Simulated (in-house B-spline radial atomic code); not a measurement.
Configurations of Pm III (Pm2+), with energies counted from [Xe] 4f5. Method: scalar-relativistic (X2C) CAM-B3LYP, spin-polarised, spherical fractional occupations, exact exchange averaged over the configuration, Fermi nucleus of rms radius 4.962 fm. Calculated with a radial B-spline atomic code at the basis-set limit. Shells without spins written out take the highest spin.

Occupations are held fixed; configurations that lie above the ionisation limit could autoionise.

```
            configuration  E - E(ref) (eV)  highest orbital  its <r> (bohr)
             [Xe] 4f4 6p1           9.1658            6p up           4.117
             [Xe] 4f4 6d1           14.368            6d up           5.788
[Kr] 4d10 4f5 5s2 5p5 5d1           20.468            5d up           2.434
 [Kr] 4d9 4f5 5s2 5p6 6p1           127.34            6p up           4.102
 [Kr] 4d9 4f5 5s2 5p6 6d1           132.56            6d up           5.765
```

(1) Order these further configurations by energy, lowest first.
A. [Kr] 4d9 4f5 5s2 5p6 5d1
B. [Kr] 4d10 4f5 5s2 5p5 6d1
C. [Kr] 4d10 4f5 5s2 5p5 6s1
D. [Xe] 4f4 5d1
E. [Kr] 4d10 4f6 5s2 5p5

Answers

(1) D (3.7078 eV), E (19.402 eV), C (21.676 eV), B (31.079 eV), A (121.79 eV).
